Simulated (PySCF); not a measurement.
**Electron correlation in Cl(2+) (chlorine, charge +2)**

[Ne] 3s2 3p3, high-spin 4S determinant. Computed with PySCF 2.14 in x2c-QZVPPall with one added diffuse shell each of s, p, d, f type (10s7p5d3f1g, 86 functions), with scalar relativity by spin-free X2C-1e. Frozen: [Ne]; 5 electrons correlated.

```
  level  correlation energy (mhartree)
   CCSD                        -122.43
    (T)                          -3.99
CCSD(T)                        -126.42
```

Diagnostics: T1 = 0.0034, D1 = 0.0087, largest double amplitude 0.052.

**Question.** Is a single reference adequate?

**Answer.** Yes: T1 lies below 0.03 and no double amplitude reaches 0.07.
